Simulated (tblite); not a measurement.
Parent: `[CH3:1][O:2][CH2:3][C@H:4]([F:5])[C:6](=[O:7])[Cl:8]` with C1–O2–C3–C4 -179°, O2–C3–C4–F5 179°, C3–C4–C6–O7 -107°, C4H6ClFO2.

Computed geometry: GFN2-xTB, gas phase. One conformer each, not checked by frequencies here.

```json
{"coordinate of the parent": "C1–O2", "value": "1.409 Å"}
{"coordinate of the parent": "O2–C3", "value": "1.401 Å"}
{"coordinate of the parent": "C3–C4", "value": "1.534 Å"}
{"coordinate of the parent": "C4–F5", "value": "1.370 Å"}
{"coordinate of the parent": "C4–C6", "value": "1.520 Å"}
{"coordinate of the parent": "C6=O7", "value": "1.183 Å"}
{"coordinate of the parent": "C6–Cl8", "value": "1.747 Å"}
{"coordinate of the parent": "C1–O2–C3", "value": "113.1°"}
{"coordinate of the parent": "O2–C3–C4", "value": "107.8°"}
{"coordinate of the parent": "C3–C4–F5", "value": "108.9°"}
{"coordinate of the parent": "C3–C4–C6", "value": "109.8°"}
{"coordinate of the parent": "F5–C4–C6", "value": "110.5°"}
{"coordinate of the parent": "C4–C6–O7", "value": "126.4°"}
{"coordinate of the parent": "C4–C6–Cl8", "value": "112.0°"}
{"coordinate of the parent": "O7–C6–Cl8", "value": "121.6°"}
```

Task: How does the shared frame change in `[CH3:1][O:2][CH:3]([O:4][CH3:5])[C@@H:6]([F:7])[C:8](=[O:9])[Cl:10]` with C1–O2–C3–O4 61°, O2–C3–O4–C5 -166°, O2–C3–C6–F7 151°, C3–C6–C8–O9 -106°, C5H8ClFO3? Atoms pair as C1 = C1, O2 = O2, C3 = C3, C4 = C6, F5 = F7, C6 = C8, O7 = O9, Cl8 = Cl10 (parent first).

Result: 
| parent | relative | value in the relative | change |
| --- | --- | --- | --- |
| C1–O2 | C1–O2 | 1.419 Å | +0.010 |
| O2–C3 | O2–C3 | 1.382 Å | -0.019 |
| C3–C4 | C3–C6 | 1.556 Å | +0.022 |
| C4–F5 | C6–F7 | 1.371 Å | +0.001 |
| C4–C6 | C6–C8 | 1.513 Å | -0.007 |
| C6=O7 | C8=O9 | 1.183 Å | 0.000 |
| C6–Cl8 | C8–Cl10 | 1.740 Å | -0.007 |
| C1–O2–C3 | C1–O2–C3 | 114.3° | +1.2 |
| O2–C3–C4 | O2–C3–C6 | 106.2° | -1.6 |
| C3–C4–F5 | C3–C6–F7 | 109.5° | +0.6 |
| C3–C4–C6 | C3–C6–C8 | 110.2° | +0.4 |
| F5–C4–C6 | F7–C6–C8 | 109.6° | -0.9 |
| C4–C6–O7 | C6–C8–O9 | 127.0° | +0.6 |
| C4–C6–Cl8 | C6–C8–Cl10 | 110.6° | -1.4 |
| O7–C6–Cl8 | O9–C8–Cl10 | 122.4° | +0.8 |

Of the parent's bonds, C3–C4 changes most (+0.022 Å). Bonds of the relative outside the shared frame: C3–O4 1.398, O4–C5 1.415 Å. Point group C1 → C1.

Task: How does the shared frame change in `[CH3:1][O:2][C@@H:3]([CH3:4])[C@H:5]([F:6])[C:7](=[O:8])[Cl:9]` with C1–O2–C3–C4 159°, O2–C3–C5–F6 79°, C3–C5–C7–O8 -74°, C5H8ClFO2? Atoms pair as C1 = C1, O2 = O2, C3 = C3, C4 = C5, F5 = F6, C6 = C7, O7 = O8, Cl8 = Cl9 (parent first).

Result: 
```json
{"parent": "C1–O2", "relative": "C1–O2", "value in the relative": "1.412 Å", "change": "+0.003"}
{"parent": "O2–C3", "relative": "O2–C3", "value in the relative": "1.402 Å", "change": "+0.001"}
{"parent": "C3–C4", "relative": "C3–C5", "value in the relative": "1.561 Å", "change": "+0.027"}
{"parent": "C4–F5", "relative": "C5–F6", "value in the relative": "1.371 Å", "change": "+0.001"}
{"parent": "C4–C6", "relative": "C5–C7", "value in the relative": "1.511 Å", "change": "-0.009"}
{"parent": "C6=O7", "relative": "C7=O8", "value in the relative": "1.188 Å", "change": "+0.005"}
{"parent": "C6–Cl8", "relative": "C7–Cl9", "value in the relative": "1.741 Å", "change": "-0.006"}
{"parent": "C1–O2–C3", "relative": "C1–O2–C3", "value in the relative": "115.3°", "change": "+2.2"}
{"parent": "O2–C3–C4", "relative": "O2–C3–C5", "value in the relative": "112.4°", "change": "+4.6"}
{"parent": "C3–C4–F5", "relative": "C3–C5–F6", "value in the relative": "110.3°", "change": "+1.4"}
{"parent": "C3–C4–C6", "relative": "C3–C5–C7", "value in the relative": "109.9°", "change": "+0.1"}
{"parent": "F5–C4–C6", "relative": "F6–C5–C7", "value in the relative": "112.0°", "change": "+1.5"}
{"parent": "C4–C6–O7", "relative": "C5–C7–O8", "value in the relative": "124.5°", "change": "-1.9"}
{"parent": "C4–C6–Cl8", "relative": "C5–C7–Cl9", "value in the relative": "114.1°", "change": "+2.1"}
{"parent": "O7–C6–Cl8", "relative": "O8–C7–Cl9", "value in the relative": "121.4°", "change": "-0.2"}
```

Of the parent's bonds, C3–C4 changes most (+0.027 Å). Bonds of the relative outside the shared frame: C3–C4 1.524 Å. Point group C1 → C1.

Task: How does the shared frame change in `[CH3:1][CH2:2][C@H:3]([CH2:4][O:5][CH3:6])[C:7](=[O:8])[Cl:9]` with C1–C2–C3–C4 -175°, C2–C3–C4–O5 176°, C3–C4–O5–C6 178°, C2–C3–C7–O8 63°, C6H11ClO2? Atoms pair as C1 = C6, O2 = O5, C3 = C4, C4 = C3, C6 = C7, O7 = O8, Cl8 = Cl9 (parent first).

Result: 
```tsv
parent	relative	value in the relative	change
C1–O2	C6–O5	1.405 Å	-0.004
O2–C3	O5–C4	1.407 Å	+0.006
C3–C4	C4–C3	1.534 Å	0.000
C4–C6	C3–C7	1.505 Å	-0.015
C6=O7	C7=O8	1.185 Å	+0.002
C6–Cl8	C7–Cl9	1.760 Å	+0.013
C1–O2–C3	C6–O5–C4	113.1°	0.0
O2–C3–C4	O5–C4–C3	108.0°	+0.2
C3–C4–C6	C4–C3–C7	107.4°	-2.4
C4–C6–O7	C3–C7–O8	126.9°	+0.5
C4–C6–Cl8	C3–C7–Cl9	113.2°	+1.2
O7–C6–Cl8	O8–C7–Cl9	119.9°	-1.7
```

Of the parent's bonds, C4–C6 changes most (-0.015 Å). Bonds of the relative outside the shared frame: C1–C2 1.524, C2–C3 1.536 Å. Point group C1 → C1.
